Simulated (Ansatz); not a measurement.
C2H6OSSi can be A, `SC1CO[SiH2]1`, or B, `O=C[SiH2]CS`.

Isolated molecules relaxed with PBE0-D4/def2-TZVP in Ansatz; ΔE leaves out vibrations. CCSD(T)/CBS is the MP2 limit (def2-TZVPP, def2-QZVPP) plus CCSD(T) − MP2 in def2-TZVPP, frozen cores. Functionals use def2-TZVPP. Each species was taken in one conformer, which may not be the lowest.

Which isomer does CCSD(T)/CBS put lower? Give the gap. (Estimate.)

The calculation gave: A, by 19.3 kcal/mol.

Give E(B) − E(A) in kcal/mol with PBE0-D4, MP2/def2-TZVPP, ωB97M-V, CCSD(T)/def2-TZVPP, B2PLYP, CCSD/def2-TZVPP, HF/def2-TZVPP. (An estimate is asked.)

The calculation gave: PBE0-D4 19.9, MP2/def2-TZVPP 21.2, ωB97M-V 19.2, CCSD(T)/def2-TZVPP 18.5, B2PLYP 17.2, CCSD/def2-TZVPP 19.0, HF/def2-TZVPP 16.9. None reverses the order clearly.

Largest T1 diagnostic: 0.014.

From PBE to PBE0 (25 % exact exchange), in def2-TZVPP and without D4, E(B) − E(A) moves by +3.6 kcal/mol. In def2-TZVPP, CCSD(T) changes the Hartree–Fock value by +1.5 kcal/mol (the triples alone add −0.5 kcal/mol) and MP2 by +4.3 kcal/mol.
